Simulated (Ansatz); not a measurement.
## A geometry optimisation of C2H4BF2+ with B3LYP/6-31G*

The starting geometry of this gas-phase singlet was optimised with GFN2-xTB.

```xyz
9

C     0.6311   -0.0271    0.5653
C     1.0914   -1.3376    0.4376
B     2.4096   -1.7443   -0.4024
F     3.0963   -0.8121   -0.9901
F     2.7850   -2.9736   -0.4922
H    -0.2751    0.1280    1.1494
H     0.5962    0.4717   -0.4309
H     1.4678    0.6383    0.8848
H     0.5507   -2.1499    0.9243
```

Task: Predict what becomes of its bonds when it is optimised with B3LYP/6-31G*.

Result: A new bond forms, giving a structure with H8 bridging C1 and C2, given below by its coordinates. Distances that change by over a tenth: C1–H8 (1.12 → 1.32 Å). Contacts that close: C2–H8 (2.06 → 1.31 Å).

The energy falls by 0.26 eV over 33 steps:

```json
{"step": "1", "E − E(last) (eV)": "0.262"}
{"step": "5", "E − E(last) (eV)": "0.195"}
{"step": "8", "E − E(last) (eV)": "0.140"}
{"step": "12", "E − E(last) (eV)": "0.066"}
{"step": "15", "E − E(last) (eV)": "0.025"}
{"step": "19", "E − E(last) (eV)": "0.013"}
{"step": "22", "E − E(last) (eV)": "0.004"}
{"step": "26", "E − E(last) (eV)": "0.001"}
{"step": "29", "E − E(last) (eV)": "0.000"}
{"step": "33", "E − E(last) (eV)": "0.000"}
```

Final geometry (Å):

```xyz
9

C     0.4458   -0.0637    0.3005
C     1.1740   -1.2269    0.5267
B     2.4046   -1.6730   -0.4268
F     3.1022   -0.7321   -1.0033
F     2.6032   -2.9449   -0.5922
H    -0.4285    0.1867    0.9026
H     0.7268    0.6210   -0.5017
H     1.4918   -0.0951    1.1053
H     0.8331   -1.8786    1.3347
```

Frequencies at the end are all real (lowest 66 cm⁻¹). Run with Ansatz 0.2.0, 4.1 min on 1 thread of AMD EPYC (Zen 3) (shared host).
